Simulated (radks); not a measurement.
Polarisability of the fluorine ion F7+, [He], at imaginary frequency. All-electron calculation, non-relativistic Kohn-Sham, LB94 model potential, spin-polarised, spherical densities, point nucleus. Program: a radial shooting solver on a logarithmic mesh with Libxc functionals. Response by self-consistent Sternheimer equations with the Hartree and adiabatic LDA kernel.

w (hartree)  alpha1(iw) (bohr^3)  alpha2(iw) (bohr^5)
0.00266                 0.001651           0.00008002
0.0143                  0.001651           0.00008002
0.0360                  0.001651           0.00008002
0.0697                  0.001651           0.00008002
0.118                   0.001651           0.00008002
0.186                   0.001651           0.00008002
0.280                   0.001651           0.00008002
0.413                   0.001650           0.00008002
0.605                   0.001650           0.00008000
0.892                   0.001649           0.00007998
1.35                    0.001647           0.00007993
2.12                    0.001642           0.00007979
3.59                    0.001627           0.00007935
6.94                    0.001567           0.00007756
17.5                    0.001237           0.00006677

Static values: alpha1 = 0.001651 bohr^3 (0.0002446 angstrom^3; uncoupled 0.001692), alpha2 = 0.00008002 bohr^5, alpha3 = 9.917e-06 bohr^7. C6 = 0.00006184, C8 = 0.00001692, triple-dipole C9 = 7.740e-08 atomic units. One-pole (London) frequency 4 C6 / (3 alpha1^2) = 30.262 hartree, against 34.409 for minus the highest occupied eigenvalue.
